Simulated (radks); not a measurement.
Values are calculated unless marked as measured or tabulated.
The oxygen ion O2+ inside a hard spherical wall (all orbitals vanish at R), configuration held at [He] 2s2 2p2 and not refilled when levels cross. Code: a radial shooting solver on a logarithmic mesh with Libxc functionals. Model: scalar-relativistic Kohn-Sham, PBEsol, spin-polarised, spherical densities, point nucleus; open shells are filled with parallel spins first. Eigenvalues in eV for spin up, with the zero of energy where the potential of the charges vanishes at infinity; a dash marks a level that is unbound or too diffuse for the functional's potential to be trusted. A positive occupied level is held by the wall or, in an anion where self-interaction has pushed it up, behind a barrier. The pressure on the wall is -dE/dV.

R (bohr)  E (hartree)  kinetic (hartree)    e(1s)    e(2s)    e(2p)  e(3s, empty)  e(3p, empty)  pressure (GPa)
free        -73.00681             72.943  -556.03  -59.898  -44.979             -             -               0
20          -73.00681             72.943  -556.03  -59.898  -44.979             -             -        < 0.0001
12          -73.00681             72.943  -556.03  -59.898  -44.979             -             -        < 0.0001
10          -73.00681             72.943  -556.03  -59.898  -44.979             -             -        < 0.0001
8           -73.00681             72.943  -556.03  -59.898  -44.979       -14.543             -        < 0.0001
5           -73.00675             72.943  -556.02  -59.895  -44.975       -13.122        -9.319          0.0171
4           -73.00536             72.960  -555.94  -59.843  -44.913        -9.269        -4.910           0.679
3.5         -72.99972             73.013  -555.68  -59.680  -44.718        -4.323         0.234            4.26
2.5         -72.85344             73.938  -551.86  -57.014  -41.726        27.221        29.569             173
2           -72.32404             76.316  -543.67  -49.892  -34.459        77.788        72.819            1190
1.5         -69.93099             84.054  -522.53  -23.491  -10.947        214.18        182.17            9850
